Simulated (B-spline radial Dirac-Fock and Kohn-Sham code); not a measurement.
## Ionisation of each subshell: Cd⁸⁺

System: the Cd⁸⁺ ion, configuration [Kr] 4d4; nuclear rms radius 4.6087 fm (A = 114).

Model: Dirac-Fock energy differences between relaxed states, corrected for Breit and QED terms. Program: a radial finite-basis atomic code. No correlation. Energies are counted from the vacuum level.

All terms are in eV, carry their sign (relaxation lowers the binding energy) and add up to the binding energy; ⟨r⟩ is the mean radius of the orbital in the initial state.

| subshell | −ε (Koopmans) | relaxation | Gaunt | retardation | QED | binding energy | ⟨r⟩ (bohr) |
| --- | --- | --- | --- | --- | --- | --- | --- |
| K (1s) | 27015.8 | -57.29 | -60.65 | 4.76 | -28.20 | 26874.4 | 0.030 |
| L1 (2s) | 4225.8 | -27.57 | -5.37 | 0.29 | -3.43 | 4189.7 | 0.131 |
| L2 (2p1/2) | 3932.4 | -30.82 | -9.65 | 1.07 | 0.29 | 3893.3 | 0.111 |
| L3 (2p3/2) | 3739.0 | -29.79 | -6.92 | 1.25 | -0.09 | 3703.5 | 0.116 |
| M1 (3s) | 944.5 | -8.71 | -0.73 | 0.02 | -0.68 | 934.4 | 0.356 |
| M2 (3p1/2) | 825.8 | -9.10 | -1.43 | 0.15 | 0.06 | 815.5 | 0.347 |
| M3 (3p3/2) | 790.1 | -8.72 | -0.93 | 0.19 | -0.01 | 780.6 | 0.358 |
| M4 (3d3/2) | 581.9 | -10.07 | -0.38 | 0.02 | 0.07 | 571.5 | 0.331 |
| M5 (3d5/2) | 574.7 | -9.91 | -0.16 | 0.02 | 0.05 | 564.7 | 0.334 |
| N1 (4s) | 264.3 | -1.44 | -0.13 | 0.01 | -0.14 | 262.6 | 0.849 |
| N2 (4p1/2) | 221.0 | -1.35 | -0.24 | 0.03 | 0.01 | 219.5 | 0.889 |
| N3 (4p3/2) | 214.2 | -1.26 | -0.15 | 0.04 | 0.00 | 212.8 | 0.911 |
| N4,5 (4d) | 149.9 | -0.94 | -0.01 | 0.00 | 0.01 | 148.9 | 1.027 |

For the deepest level, K (1s), the Breit terms make up -0.208 % of the binding energy, QED -0.105 % and orbital relaxation -0.213 %.

Spin-orbit splittings: 2p 189.8 eV, 3p 34.89 eV, 3d 6.79 eV, 4p 6.69 eV.

Going to the tabulated ground configuration of the next ion removes an electron from N4,5 (4d), computed at 148.9 eV. NIST lists 150 ± 2.2 eV as the ionisation energy of this species (theoretical), +1.06 eV from the computed value, within the stated uncertainty.
